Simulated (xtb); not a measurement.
GaI2 (SMILES [I][Ga+][I]), charge +1, singlet, at a GFN2-xTB geometry (such geometries of metal compounds can be far from the true shape). Base run: GFN2-xTB (xtb).

Geometry (Å):
```xyz
3

Ga     0.0000     0.0000     0.0000
I      0.0000     0.0000     2.5045
I      0.0000     0.0000    -2.5045
```
Charge +1, spin multiplicity 1.
All else is at xtb's defaults.
Base energy -8.45022 Eh.

Variants of this job, named by their change:

```tsv
change	ΔE vs base (mEh)	HOMO-LUMO gap (eV)	G_solv (kcal/mol)	SCF cycles
base	0.000	2.28	-	13
file = coord	0.000	2.28	-	13
acc = 0.0001	0.000	2.28	-	16
alpb = thf	-70.452	2.29	-44.40	13
alpb = chcl3	___	2.29	___	13
etemp = 3000	-0.797	2.29	-	13
```

Question: What belongs in the gaps?

Answer: 
- alpb = chcl3, ΔE vs base (mEh): -79.240
- alpb = chcl3, G_solv (kcal/mol): -50.27

ALPB and GBSA are two models with their own fitted parameters for each solvent, which aren't always the measured dielectric constant.
